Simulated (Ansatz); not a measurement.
Species: sum formula Si$_{2}$H$_{4}$F, charge -1, multiplicity 1. It need not be the lowest isomer of its formula. Whether it binds its extra electron was not tested at this geometry. 
Structure (B3LYP-D3(BJ)/def2-TZVP (Ansatz, a program for electronic structure) minimum search):
```xyz
7

F      1.5093    -0.9017     0.5510
Si     0.8655     0.2191    -0.5511
Si    -1.4596     0.2052     0.1277
H      1.0815     1.5056     0.2818
H     -1.9096     0.3329     1.5651
H     -2.1913     1.3359    -0.5519
H     -2.2462    -0.9993    -0.3253
```
Charge -1, spin multiplicity 1.

Basis-set convergence of Hartree-Fock and MP2 correlation energies (hartree) with Ansatz. Correlated levels leave the core frozen unless marked. No spin-orbit coupling. Non-relativistic.

```tsv
basis	functions	E(HF)	E(corr, MP2)
aug-cc-pV(D+d)Z	123	-679.69275	-0.43244
aug-cc-pV(T+d)Z	248	-679.74168	-0.53125
aug-cc-pV(Q+d)Z	442	-679.75532	-0.56789
```

Extrapolating the two largest sets (X = 3 and 4) as X^-3: E(corr) = (64·(-0.56789) - 27·(-0.53125))/37 = -0.5946 Eh, an estimate of the basis-set limit. The largest set recovers 95.5 % of it, the smallest 72.7 %.
